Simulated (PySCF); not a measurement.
Cyclo-(H2GeSe)2.
Geometry (PBE0-D3(BJ)/def2-SVP, Å), atoms numbered from 1 in this order:
```xyz
8
Ge2H4Se2 angstrom
Ge    -1.0353   -0.0761    1.1250
H     -1.0793   -1.1538    2.2241
H     -2.1841    0.9323    1.3117
Se     1.0757    0.9965    1.0273
Ge     1.0700    0.0543   -1.1458
H      1.1066    1.1362   -2.2411
H      2.2219   -0.9491   -1.3401
Se    -1.0372   -1.0259   -1.0448
```

Theory: TDDFT CAM-B3LYP/def2-SVPD, vertical, gas phase, core orbitals frozen in the response in PySCF. Relativistic effects, spin–orbit coupling among them, are left out although an element past zinc is present.

Ground-to-excited transition dipoles (e·a0, same axes as the geometry; the sign carries no meaning), for the states with f of 0.002 or more among the lowest 15:

```tsv
state	E (eV)	μx	μy	μz
S4	4.818	0.189	-0.355	0.154
S8	6.082	-0.198	0.373	-0.162
S9	6.228	0.125	-0.236	0.102
S14	6.851	0.122	0.118	0.123
S15	6.896	0.191	0.182	0.185
```

What oscillator strength does each state have?

f = (2/3) ΔE |μ|² with ΔE in hartree (27.2114 eV).

```csv
state,|μ|² (au),|μ| (D),f
S4,0.185,1.09,0.022
S8,0.204,1.15,0.030
S9,0.082,0.73,0.013
S14,0.044,0.53,0.007
S15,0.104,0.82,0.018
```

What angle do the transition dipoles of S8 and S9 make?

|cos θ| = |μa·μb| / (|μa| |μb|) = 1.00, so θ ≈ 0° (taken between 0 and 90°, since the signs are arbitrary).

What peak molar absorption coefficient would the strongest computed level give as a lone Gaussian band 0.4 eV wide at half height?

ε(max) = 2.175×10⁸ f / FWHM, with the width in cm⁻¹. S8: 2.175×10⁸ × 0.0305 / 3226 ≈ 2100 L mol⁻¹ cm⁻¹.

The run took 2.2 min (with the writing of density and orbital grids) on Intel Xeon at 2.50 GHz, one thread, no GPU, on a shared host, and the process peaked at 0.96 GiB of memory.

One conformer stands for the species.
